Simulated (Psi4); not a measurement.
H$_{4}$BOP, singlet, geometry from GFN2-xTB.

Psi4 was given this input:
```
memory 2 GB

molecule {
0 1
B    -0.04575595   -0.73162329    0.48393788
H    -0.79181253   -1.31972713    1.17090045
O     1.15421676   -1.26812852    0.33265346
H     1.80827142   -0.81042722   -0.20034462
P    -0.55142128    0.96935099   -0.25663122
H    -1.79828790    0.58926577   -0.70753133
H     0.04819388    0.80376846   -1.49447330
}

set {
  basis cc-pvdz
  freeze_core true
}

energy('ccsd')
print_variables()
```

Task: What does this run give for the MP2 correlation energy, number of basis functions, coupled-cluster correlation energy (without the perturbative part), nuclear repulsion energy, total energy?

Result: 
* **MP2 correlation energy**: -0.3965 Eh
* **number of basis functions**: 66
* **coupled-cluster correlation energy (without the perturbative part)**: -0.4344 Eh
* **nuclear repulsion energy**: 91.6387 Eh
* **total energy**: -443.0926 Eh

Task: Roughly what does it cost on one core?

Result: roughly 12 core-seconds.
